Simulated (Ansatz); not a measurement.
System: HBOCl, charge 0, doublet. HBOCl (SMILES [O]BCl, doublet).
B3LYP-D3(BJ)/def2-TZVP minimum from Ansatz (an electronic-structure program):
```xyz
4

B     -0.5604    -0.5410    -0.1875
H     -1.7075    -0.7935     0.0682
Cl     0.2549     0.8449     0.5331
O      0.0222    -1.3581    -1.0243
```
Charge 0, spin multiplicity 2.

Atomisation energy term by term, kcal/mol (programs: Ansatz). UHF or UKS for unpaired electrons; spin-orbit terms are left out. Cores are frozen in correlated methods. Rows without X2C or -DK are non-relativistic. CBS(X,Y): correlation extrapolated as X^-3, Hartree-Fock from the larger set (Q,5: extrapolated as (X+1)exp(-9√X)). A bracket is a step between two methods taken in the basis named. '+ core + X2C': CCSD(T) terms for core correlation (cc-pwCVTZ, 1s frozen past Ne) and scalar relativity (cc-pVTZ-DK). Where a partner has so few electrons that a lower coupled-cluster level is exact, that level stands in.

```
term                                       basis  kcal/mol
------------------  ----------------------------  --------
Hartree-Fock        CBS(cc-pV(Q+d)Z,cc-pV(5+d)Z)    252.06
CCSD correlation    CBS(cc-pV(Q+d)Z,cc-pV(5+d)Z)     71.99
(T)                 CBS(cc-pV(Q+d)Z,cc-pV(5+d)Z)      7.05
CCSDT(Q) - CCSD(T)                   cc-pV(D+d)Z      0.71
core correlation                       cc-pwCVTZ      1.74
scalar relativity                X2C, cc-pVTZ-DK     -0.42
sum: De                                              333.1
```
